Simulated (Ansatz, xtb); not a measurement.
## H3IInSi2: which of two structures lies lower

We compare a, a doublet given by its coordinates, with b, a doublet given by its coordinates. Both are isolated molecules in the gas phase, relaxed with B3LYP-D3(BJ)/def2-SVP.

a (Å):

```yaml
atoms:
  - { symbol: I, position_ang: [2.3153, -0.0421, -0.8098] }
  - { symbol: In, position_ang: [1.7892, 3.0052, 0.5023] }
  - { symbol: Si, position_ang: [-1.3211, -0.2505, 0.0690] }
  - { symbol: Si, position_ang: [0.0696, 1.3465, -1.0218] }
  - { symbol: H, position_ang: [-0.8464, -0.5552, 1.4553] }
  - { symbol: H, position_ang: [-2.7116, 0.2973, 0.1691] }
  - { symbol: H, position_ang: [-1.3795, -1.5347, -0.6933] }
```

Close contacts (Å): I1–In2 3.36, I1–Si4 2.65, In2–Si4 2.83, Si3–Si4 2.38, Si3–H5 1.50, Si3–H6 1.50, Si3–H7 1.49.

b (Å):

```xyz
7

I    -1.6442    1.1232   -1.8953
In   -0.7190    3.8028   -0.2193
Si   -0.7274    1.0538    0.6187
Si    1.0196   -0.4807    0.4924
H    -1.8543    0.2925    1.2624
H     0.7421   -1.8655   -0.0032
H     2.2334    0.0554   -0.1994
```

Close contacts (Å): I1–In2 3.29, I1–Si3 2.68, In2–Si3 2.87, Si3–Si4 2.33, Si3–H5 1.50, Si4–H6 1.50, Si4–H7 1.50.

Task: Which of the two would you expect CCSD(T)/def2-SVP + ΔMP2/def2-TZVPP electronic energies to favour?

Result: Structure a; the calculation gives E(b) − E(a) = +46.6 kJ/mol.

Level by level:

| level | geometry | E(b) − E(a) (kJ/mol) | departure from the last row (kJ/mol) | job, with rough time for the two |
| --- | --- | --- | --- | --- |
| B3LYP-D3(BJ)/def2-SVP | B3LYP-D3(BJ)/def2-SVP | +47.4 | +0.8 | optimisation, 14 min |
| HF/def2-SVP | B3LYP-D3(BJ)/def2-SVP | +42.1 | −4.5 | part of the CCSD(T) run |
| MP2/def2-SVP | B3LYP-D3(BJ)/def2-SVP | +40.8 | −5.8 | part of the CCSD(T) run |
| CCSD(T)/def2-SVP | B3LYP-D3(BJ)/def2-SVP | +45.8 | −0.8 | single point |
| CCSD(T)/def2-SVP + ΔMP2/def2-TZVPP | B3LYP-D3(BJ)/def2-SVP | +46.6 |  | single point, 6 min |

The levels shown agree on the order. The largest departure from CCSD(T)/def2-SVP + ΔMP2/def2-TZVPP is that of MP2/def2-SVP, 5.8 kJ/mol. Levels run at GFN2-xTB geometries aren't shown. The last row adds to CCSD(T) the change of the MP2 difference between the two basis sets, here +0.8 kJ/mol.

With harmonic frequencies from B3LYP-D3(BJ)/def2-SVP (ideal gas, rigid rotor, one conformer each, 298.15 K, 1 atm): on the last row, ΔE + ΔZPE = +42.7 kJ/mol. A mode under 50 cm⁻¹ makes harmonic enthalpies and free energies unreliable, so none is given.

Open shells are spin-unrestricted. The correlated steps freeze 18 core orbitals; the filled d shell of I and In is correlated, in a basis made for valence electrons. Atoms past krypton carry core potentials in the def2 sets and no spin–orbit term is included. Programs: Ansatz 0.2.0; the last row on 2 threads of AMD EPYC (Zen 3) on a shared host.
